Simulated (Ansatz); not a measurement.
This geometry of BH₃OS₂ (7 atoms, charge 0, multiplicity 1) is a first-order saddle point.

All numbers below come from RKS B3LYP-D4/def2-SVP in Ansatz.

```xyz
7
Properties=species:S:1:pos:R:3
O -1.055 1.015 0.113
B -0.006 0.137 0.154
S 0.690 -0.292 1.785
S 0.749 -0.557 -1.359
H -1.941 0.637 0.128
H 1.685 -1.103 1.357
H -0.060 0.095 -2.224
```

Task: Which two structures does it join? (They come from a converged band through this point; their orientation in space is the band's.)

Result: No bond is made or broken. The dihedral H5–O1–B2–S4 goes from 0 to -180°.

Initial state:

```xyz
7
Properties=species:S:1:pos:R:3
O -1.254 0.690 0.414
B -0.069 0.044 0.280
S 0.798 -0.341 1.839
S 0.693 -0.452 -1.314
H -1.717 0.888 -0.408
H 1.874 -0.938 1.279
H -0.264 0.041 -2.136
```

Final state:

```xyz
7
Properties=species:S:1:pos:R:3
O -1.268 0.666 -0.124
B -0.077 0.037 0.047
S 0.599 -0.242 1.728
S 0.842 -0.528 -1.422
H -1.706 0.944 0.691
H 1.739 -0.863 1.354
H -0.066 -0.081 -2.320
```

Task: How far does it lie above each of them?

Result: 6.0 kcal/mol above the first and 7.2 kcal/mol above the second. This is the barrier of this one path; another mechanism may lie lower.

Run time: 3.9 min on 1 thread of Arm Neoverse V1, on a shared host, peak memory 0.15 GiB.
